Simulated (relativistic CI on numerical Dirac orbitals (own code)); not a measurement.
Input to a radial Dirac CI calculation:

```
atom Cs  Z=55  charge=53  electrons=2
nucleus A=133  rms_radius_fm=4.8041
hamiltonian dirac-coulomb  breit=on  qed=on  c_scale=1
orbitals kli  potential=per-configuration
slater_scale 0.9
correlation none
mixing on
configurations
  1s2
  1s 2p
  1p 2p
  1s 1p
end
```

Question: How did the run end?

Answer: The self-consistent field of one configuration failed: SCF of 1p 2p ended with code -1.
